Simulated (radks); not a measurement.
Values are calculated unless marked as measured or tabulated.
Problem. Yb42+, 28 electrons, occupied as [Ne] 3s1 3p6 3d10 4s1 (not the ground configuration). Level of theory: Dirac Kohn-Sham, PBE, spin-unpolarised, spherical densities, point nucleus (a radial shooting solver on a logarithmic mesh with Libxc functionals).

Spin-orbit splittings of the eigenvalues, e(l+1/2) - e(l-1/2), with zeta = 2 splitting/(2l+1) and mean radii in bohr:

| shell | occ. | splitting (eV) | zeta (eV) | <r> j=l-1/2 | <r> j=l+1/2 |
|---|---|---|---|---|---|
| 2p | 6 | ? | ? | 0.06851 | 0.07596 |
| 3p | 6 | 236.1 | 157.4 | 0.2007 | 0.2135 |
| 3d | 10 | 52.66 | 21.06 | 0.1865 | 0.1905 |

Estimate the 2p splitting.

Solution. 1054 eV (zeta = 702.7 eV).
